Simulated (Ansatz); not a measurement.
```xyz
12

C    -1.234   -1.019   -1.818
O    -0.721   -1.121   -0.495
C    -0.041   -0.106    0.017
F     0.069    0.914   -0.839
C     0.492   -0.064    1.240
Al    1.474    1.408    1.965
H    -1.743   -1.963   -2.001
H    -1.944   -0.195   -1.904
H    -0.430   -0.887   -2.544
H     0.315   -0.970    1.812
H     2.035    1.275    3.444
H     1.728    2.728    1.123
```

Charge 0, multiplicity 1.

**Question.** List the PBE0/def2-TZVPP orbital energies in eV (the Gaussian-basis code of Ansatz). (Best estimate.)

**Answer.** Ansatz gave: Occupied: -1527.24, -674.95, -524.35, -282.29, -280.05, -277.40, -113.14, -73.27, -73.05, -73.05, -35.22, -30.68, -22.12, -19.76, -17.26, -15.97, -14.62, -14.07, -12.96, -12.61, -11.82, -11.06, -10.54, -10.33, -8.55, -8.11, -6.91. Lowest empty: -1.27, 0.97, 1.19, 1.41, 1.72, 2.33, 2.65, 2.77.
